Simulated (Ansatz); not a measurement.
Start from `CCCOC` and change one atom or group to get `COC[SiH2]O`.

Ansatz, PBE0-D4/def2-TZVP geometries, multiplicity 1. Each molecule was computed in one conformer, which needn't be the lowest.

| property | `CCCOC` |
| --- | --- |
| size of the dipole moment (ωB97M-V/def2-TZVPP) / D | 1.05 |
| size of the dipole moment (B3LYP/def2-TZVPP) / D | 1.03 |
| HOMO–LUMO gap (PBE0/def2-TZVPP) / eV | 8.64 |
| HOMO–LUMO gap (PBE/def2-TZVPP) / eV | 6.26 |
| LUMO energy (PBE0/def2-TZVPP) / eV | 1.29 |
| ideal-gas entropy at 298 K and 1 bar (rigid rotor, harmonic PBE0-D4/def2-TZVP) / J/(mol·K) | 334 |

Problem. What does the change do to each property? (Best estimate.)

Solution. Computed: 
```
                                                                                  property  `COC[SiH2]O`  shift
                                        size of the dipole moment (ωB97M-V/def2-TZVPP) / D          1.90   0.85
                                          size of the dipole moment (B3LYP/def2-TZVPP) / D          1.91   0.88
                                                      HOMO–LUMO gap (PBE0/def2-TZVPP) / eV          7.52  -1.12
                                                       HOMO–LUMO gap (PBE/def2-TZVPP) / eV          5.15  -1.11
                                                        LUMO energy (PBE0/def2-TZVPP) / eV          0.23  -1.06
ideal-gas entropy at 298 K and 1 bar (rigid rotor, harmonic PBE0-D4/def2-TZVP) / J/(mol·K)           356     22
```

With PBE0 the HOMO rises by 0.06 eV and the LUMO falls by 1.06 eV, so the gap narrows by about 1.12 eV. PBE moves the HOMO by -0.05 eV and ωB97M-V by 0.17 eV. The zero-point energy changes by -92.8 kJ/mol with -6 modes. Dipoles are sizes alone; their direction can turn. Modes under 60 cm⁻¹, often nearly free rotors, make the harmonic entropy too high.

B3LYP here is the variant with VWN-RPA as its local correlation; programs differ in this.
